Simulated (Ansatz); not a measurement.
Coupled-cluster diagnostics for PPSbSb tetrahedron (Sb₂P₂), Ansatz.

Geometry of the singlet (r2SCAN-D4/def2-SVP):

```xyz
4

P    -0.297    0.778   -1.175
P     1.382   -0.346   -0.212
Sb   -0.147    0.951    1.366
Sb   -0.938   -1.382    0.022
```

In the def2 sets Sb takes a core potential; there is no spin–orbit coupling. Correlated methods freeze 18 core orbitals; core or outer-core shells of Sb are correlated, in sets that lack core-valence functions.

Problem. Estimate the CCSD(T) correlation energy, the shares of MP2 and (T), T1 and the reference's ⟨S²⟩ for: charge 0, singlet, own geometry in def2-TZVPP; and the rough time on 4 threads of Intel Xeon on a shared host.

Solution. 
```csv
state,basis,correlation (eV),MP2 share (%),(T) share (%),T1,⟨S²⟩ (pure),wall time
"charge 0, singlet, own geometry",def2-TZVPP,-27.626,98.3,5.3,0.016,0.00 (0.00),36 s
```
Customary marks for T1 are 0.02 (closed shells), 0.045 (open shells) and about 0.05 (3d metals). T1 stays under 0.02 throughout.
